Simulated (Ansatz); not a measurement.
C6H6GeN2O2⁻, that is Ge(vinyl)2(NCO)2 with one electron more. Total charge -1; doublet. Geometry PBE-D4/def2-SVP, that of the neutral singlet; atoms count from 1.

```xyz
17

Ge   -0.139    0.333    0.004
C    -0.241    0.305   -1.930
C    -0.204   -0.845   -2.626
H    -0.332    1.274   -2.451
H    -0.116   -1.821   -2.120
H    -0.266   -0.858   -3.728
C     1.331    1.292    0.824
C     2.340    0.668    1.455
H     1.316    2.394    0.750
H     2.378   -0.431    1.548
H     3.172    1.228    1.916
N    -0.059   -1.435    0.527
C    -0.193   -2.220    1.449
O    -0.305   -3.043    2.290
N    -1.689    1.077    0.681
C    -2.906    1.031    0.679
O    -4.088    1.051    0.733
```

The highest occupied level of the charge -1 doublet lies above zero (up to 1.63 eV). Energy differences disagree on whether the electron is bound (positive means bound): -0.10 eV (vertical, to the charge 0 singlet, at PBE0-D4/def2-TZVP), but 0.13 eV at PBE-D4/def2-TZVP.

(1) Estimate the Mulliken populations from the PBE0/def2-TZVP orbitals of Ansatz.

(2) Where does the spin sit?

(3) And the Mayer bond orders between bonded heavy atoms (over 0.3)?

## Answers

(1) 
| atom | charge (e) | spin (α − β) |
| --- | --- | --- |
| Ge1 | 0.64 | 0.16 |
| C2 | -0.35 | 0.07 |
| C3 | -0.35 | 0.38 |
| H4 | 0.08 | -0.01 |
| H5 | 0.10 | -0.02 |
| H6 | 0.07 | -0.02 |
| C7 | -0.36 | 0.07 |
| C8 | -0.35 | 0.37 |
| H9 | 0.08 | -0.01 |
| H10 | 0.10 | -0.02 |
| H11 | 0.07 | -0.02 |
| N12 | -0.31 | -0.01 |
| C13 | 0.27 | 0.02 |
| O14 | -0.32 | 0.01 |
| N15 | -0.30 | 0.00 |
| C16 | 0.25 | 0.04 |
| O17 | -0.32 | 0.00 |
Mulliken values and Mayer orders depend strongly on the basis.

(2) Summed by element: Ge 0.16, C 0.95, H -0.11, N -0.01, O 0.01, of 1 unpaired in all. Largest on single atoms: C3 0.38, C8 0.37, Ge1 0.16.

(3) Ge1–C2 1.07 (1.94 Å); Ge1–C7 1.06 (1.94 Å); Ge1–N12 0.83 (1.85 Å); Ge1–N15 0.81 (1.85 Å); C2–C3 1.63 (1.34 Å); C7–C8 1.64 (1.34 Å); N12–C13 2.12 (1.22 Å); C13–O14 2.03 (1.18 Å); N15–C16 2.12 (1.22 Å); C16–O17 2.02 (1.18 Å).
